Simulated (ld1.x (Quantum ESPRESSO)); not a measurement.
**Reading a pseudo-wave (arsenic)**

Columns: radius, all-electron u(r) and pseudo u(r) of the 4p shell (level -5.36 eV) of arsenic in the configuration [Ar] 3d10 4s1.75 4p3.25; PBE, scalar-relativistic, TM scheme, ld1.x (Quantum ESPRESSO) 7.5.

| r (bohr) | all-electron | pseudo |
| --- | --- | --- |
| 0.085 | 0.1632 | 0.0042 |
| 0.170 | 0.0977 | 0.0163 |
| 0.255 | -0.0838 | 0.0355 |
| 0.340 | -0.2237 | 0.0603 |
| 0.425 | -0.2810 | 0.0887 |
| 0.510 | -0.2665 | 0.1193 |
| 0.595 | -0.2041 | 0.1506 |
| 0.680 | -0.1151 | 0.1824 |
| 0.765 | -0.0147 | 0.2150 |
| 0.850 | 0.0870 | 0.2497 |
| 0.935 | 0.1841 | 0.2880 |
| 1.020 | 0.2732 | 0.3310 |
| 1.105 | 0.3526 | 0.3791 |
| 1.190 | 0.4219 | 0.4309 |
| 1.275 | 0.4811 | 0.4829 |
| 1.360 | 0.5308 | 0.5309 |
| 1.445 | 0.5716 | 0.5716 |
| 1.530 | 0.6043 | 0.6043 |
| 1.615 | 0.6297 | 0.6297 |
| 1.700 | 0.6485 | 0.6485 |
| 1.785 | 0.6613 | 0.6613 |
| 1.870 | 0.6690 | 0.6690 |
| 1.955 | 0.6720 | 0.6720 |
| 2.040 | 0.6712 | 0.6712 |
| 2.125 | 0.6670 | 0.6670 |
| 2.210 | 0.6598 | 0.6598 |

Problem. How many radial nodes do the two functions have?

Solution. The all-electron 4p function has n − l − 1 = 2; the pseudo-wave has 0, since the states of the same l below it are removed with the core.

Problem. At about which radius was the pseudo-wave matched?

Solution. 1.45 bohr. The columns agree to 0.0005 from 1.36 bohr on; several derivatives are matched, so the curves merge somewhat inside the radius.

Problem. Is the pseudo-wave norm-conserving?

Solution. Yes: the TM scheme keeps the norm inside the radius equal to the all-electron one, which fixes the energy derivative of the logarithmic derivative at the level.
